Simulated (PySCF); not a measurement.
Vertical excitations of a molecule C₄H₇Cl from TDDFT-CAM-B3LYP/def2-SVPD (PySCF), as energy in eV (oscillator strength): 6.79 (0.001), 7.25 (0.006), 7.77 (0.020), 8.06 (0.025), 8.12 (0.004), 8.33 (0.020), 8.48 (0.042), 8.50 (0.012), 8.75 (0.025), 8.79 (0.022). Lowest triplet (TDA): 6.16 eV. Geometry: B3LYP-D3(BJ)/def2-SVP. One conformer was computed; it need not be the lowest.

### Question
Identify the compound among the candidates.
A) C=CCCCl
B) ClCC1CC1
C) ClC1CCC1
D) C[C@@H]1C[C@H]1Cl

### Answer
D, C[C@@H]1C[C@H]1Cl
